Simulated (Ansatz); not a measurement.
Reaction (substitution at a C–Ge bond): `N=[C](O)[GeH3]` + CH₃NH₂ → `CNC(=N)O` + GeH₄

Computed with Ansatz on PBE0-D4/def2-TZVP structures; ΔE is electronic, products minus reactants. CCSD(T)/CBS adds triple-zeta CCSD(T) − MP2 to the extrapolated MP2 energy (def2 sets, frozen cores). Functionals use def2-TZVPP. B3LYP here is the variant with VWN-RPA as its local correlation; programs differ in this. For Ge outer-core shells are correlated without core-valence functions, which leaves a few kJ/mol of doubt a bond. Scalar relativity is left out up to krypton. Each species was taken in one conformer, which may not be the lowest.

Task: Is it downhill or uphill in electronic energy at CCSD(T)/CBS, and by how much? (An estimate is asked.)

Result: Ansatz gave: Downhill: ΔE = -0.16 eV.

Task: What do these levels give: PBE0-D4, PBE0, B3LYP, MP2/def2-TZVPP, CCSD(T)/def2-TZVPP, HF/CBS(def2)? (Estimate.)

Result: Ansatz gave: PBE0-D4 -0.29, PBE0 -0.28, B3LYP -0.23, MP2/def2-TZVPP -0.18, CCSD(T)/def2-TZVPP -0.17, HF/CBS(def2) -0.34 eV.

Largest T1 diagnostic among the species: 0.014.

In def2-TZVPP, CCSD(T) changes the Hartree–Fock value by +0.17 eV (the triples alone add +0.02 eV) and MP2 by +0.16 eV. From PBE to PBE0 (25 % exact exchange), in def2-TZVPP and without D4, ΔE moves by −0.06 eV.
